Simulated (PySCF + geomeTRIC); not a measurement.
Species: H₈GaNSi₂, SMILES `[NH2][Ga]([SiH3])[SiH3]` (charge 0, multiplicity 1).

Q: Give a relaxed geometry from r2SCAN-D4/def2-TZVP in PySCF + geomeTRIC.

A: This is not unique; one that fits is the end point of this relaxation, one of several conformers (outside a Z-matrix the atoms follow the SMILES, hydrogens last).
Bonded distances (Å): N1–Ga2 1.821, N1–H5 1.008, N1–H6 1.008, Ga2–Si3 2.401, Ga2–Si4 2.401, Si3–H7 1.490, Si3–H8 1.489, Si3–H9 1.489, Si4–H10 1.490, Si4–H11 1.489, Si4–H12 1.489. Angles (°): Ga2–N1–H5 124.2, Ga2–N1–H6 124.2, H5–N1–H6 111.6, N1–Ga2–Si3 115.1, N1–Ga2–Si4 115.2, Si3–Ga2–Si4 129.7, Ga2–Si3–H7 112.1, Ga2–Si3–H8 111.0, Ga2–Si3–H9 111.0, H7–Si3–H8 107.7, H7–Si3–H9 107.7, H8–Si3–H9 107.1, Ga2–Si4–H10 112.2, Ga2–Si4–H11 111.0, Ga2–Si4–H12 111.0, H10–Si4–H11 107.7, H10–Si4–H12 107.7, H11–Si4–H12 107.1.
